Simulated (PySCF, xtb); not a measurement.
C3H8N, SMILES C[C](C)N, multiplicity 2. Other conformers were not sampled.

Harmonic wavenumbers (cm⁻¹) from GFN2-xTB in xtb 6.7.1 at its own minimum, in rising order: 96, 105, 187, 213, 358, 398, 737, 842, 973, 982, 1033, 1044, 1060, 1331, 1368, 1394, 1411, 1479, 1481, 1486, 1492, 1504, 2816, 2826, 3008, 3010, 3014, 3020, 3369, 3434.

Q: What does PySCF with PBE-D3(BJ)/def2-SVP give at its own minimum? (An estimate is asked for; the answer gives what the named calculation found.)

A: 120, 123, 186, 253, 367, 399, 602, 794, 924, 938, 986, 1011, 1048, 1309, 1322, 1358, 1368, 1383, 1395, 1417, 1432, 1555, 2797, 2813, 2962, 2964, 3051, 3053, 3405, 3524. Paired by order, the mean absolute difference is 43 cm⁻¹ and the zero-point energies are 65.0 and 64.1 kcal/mol.
